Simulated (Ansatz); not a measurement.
This geometry of BFH₆OSi (10 atoms, charge 0, multiplicity 1) is a first-order saddle point.

Level of theory: Ansatz, RKS BHLYP/6-31G*.

```xyz
10
Properties=species:S:1:pos:R:3
B -0.073 -0.180 0.017
F 0.184 -0.018 1.606
H 0.793 0.393 -0.553
H -1.216 0.063 -0.204
O 0.214 -1.648 0.235
Si -0.705 -2.958 -0.249
H -0.053 -4.160 0.291
H -2.076 -2.846 0.280
H -0.732 -2.996 -1.719
H 0.316 -1.098 1.369
```

Q: Which two structures does it join? (They come from a converged band through this point; their orientation in space is the band's.)

A: Bonds broken: B1–F2, O5–H10. Bonds formed: F2–H10. BFH6OSi becomes BH5OSi + FH.

Image 0:

```xyz
10
Properties=species:S:1:pos:R:3
B -0.127 0.012 0.140
F -0.277 0.341 1.454
H 0.838 0.455 -0.405
H -1.141 -0.116 -0.490
O 0.331 -1.693 0.323
Si -0.726 -2.921 -0.187
H -0.114 -4.193 0.231
H -2.042 -2.760 0.445
H -0.799 -2.812 -1.645
H 0.710 -1.762 1.204
```

Image 10:

```xyz
10
Properties=species:S:1:pos:R:3
B -0.025 -0.134 -0.759
F 0.324 -1.600 2.656
H 0.476 0.867 -0.359
H -0.391 -0.255 -1.887
O -0.173 -1.156 0.111
Si -0.829 -2.695 -0.089
H 0.209 -3.678 0.241
H -1.983 -2.819 0.809
H -1.249 -2.834 -1.495
H 0.293 -1.143 1.844
```

Q: How far does it lie above each of them?

A: 0.94 eV above the first and 0.68 eV above the second. This is the barrier of this one path; another mechanism may lie lower. The orbitals stay closed-shell, which can raise the energy where a bond breaks towards radicals; this wasn't checked here.

The run took 11 min on 1 thread of Arm Neoverse V2 (shared host), peak memory 0.15 GiB.
